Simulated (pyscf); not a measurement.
**HO–SiH₂–Si(F)(SiH₃)–SiH₃, singlet**

Gas-phase minimum from PySCF at ωB97X-D3(BJ)/def2-SVP, one conformer. 

```
Si
F 1 1.6459
Si 1 2.3324 2 110.71
H 3 1.4914 1 113.15 2 71.49
H 3 1.4918 4 109.61 1 125.48
H 3 1.4989 4 108.57 5 118.21
Si 1 2.3329 2 114.05 3 -121.08
O 7 1.6800 1 102.63 2 -164.96
H 8 0.9630 7 117.01 1 -63.12
H 7 1.4862 8 106.62 9 178.25
H 7 1.4952 10 109.29 8 121.41
Si 1 2.3343 2 111.60 3 120.25
H 12 1.4911 1 111.37 2 75.42
H 12 1.4924 13 109.42 1 123.10
H 12 1.4934 13 109.23 14 118.93
```

Properties at ωB97X-D3(BJ)/def2-SVP:

| Item | Value |
|---|---|
| Harmonic wavenumbers, unscaled | 33, 59, 85, 90, 117, 125, 159, 169, 215, 231, 356, 429, 459, 482, 522, 539, 581, 589, 704, 821, 855, 869, 877, 886, 922, 944, 947, 949, 953, 963, 2214, 2230, 2243, 2251, 2253, 2258, 2260, 2283, 3927 cm⁻¹ |
| Zero-point energy | 54.1 kcal/mol |
| Rotational symmetry number | 1 |
| Entropy of this conformer at 298 K and 1 atm, rigid rotor and harmonic oscillator, modes under 100 cm⁻¹ raised to 100 | 448.6 J/(mol K) |
| Dipole moment | 1.55 D |

Single-point totals, which compare only within one level:

```
level                   total energy (hartree)
----------------------  ----------------------
ωB97X-D3(BJ)/def2-TZVP             -1338.79691
PBE/def2-TZVP                      -1337.86716
r²SCAN/def2-TZVP                   -1338.47090
B3LYP-D3(BJ)/def2-TZVP             -1338.77598
PBE0-D3(BJ)/def2-TZVP              -1338.00204
M06-2X/def2-TZVP                   -1338.49438
ωB97M-D3(BJ)/def2-TZVP             -1338.85094
```

The lowest mode is so soft that the shape along it may change with the basis. Soft torsions are taken as harmonic, which can shift the entropy by several J/(mol K).
